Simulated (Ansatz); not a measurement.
Species: 3-ethenylselanylprop-1-ene, C$_{5}$H$_{8}$Se (charge 0, singlet). SMILES: C=CC[Se]C=C
Geometry from a B3LYP-D3(BJ)/def2-TZVP (Ansatz, a quantum-chemistry and plane-wave program) optimisation:
```xyz
14

C     -3.1712    -0.8995     0.7325
C     -2.3413    -0.3736    -0.1608
C     -1.2214     0.5424     0.1779
Se     0.5115    -0.3987    -0.0970
C      1.6036     1.1455    -0.3450
C      2.8930     1.2019    -0.0368
H     -3.0807    -0.6758     1.7893
H     -3.9690    -1.5687     0.4389
H     -2.4472    -0.6282    -1.2108
H     -1.2679     0.8797     1.2107
H     -1.1915     1.4052    -0.4876
H      1.1011     1.9796    -0.8226
H      3.4086     0.3827     0.4487
H      3.4787     2.0812    -0.2751
```

Wanted: atomisation energy (electronic, to ground-state atoms), in kcal/mol. Correlated levels leave the core frozen unless marked. Open shells are spin-unrestricted. Spin-orbit coupling is left out. Frozen are the shells of the preceding noble gas and the d and f shells that filled before the atom's block. Non-relativistic. The coupled-cluster limit lacks core correlation, which all-electron functionals hold. CBS marks a two-point X^-3 extrapolation of the correlation energy; Hartree-Fock from the larger set.

| level | program | atomisation energy (kcal/mol) |
|---|---|---|
| HF/cc-pVTZ | Ansatz | 984.5 |

Question: Predict the CCSD(T)/CBS(cc-pVTZ,cc-pVQZ) result (Ansatz).

Answer: 1337.6 kcal/mol
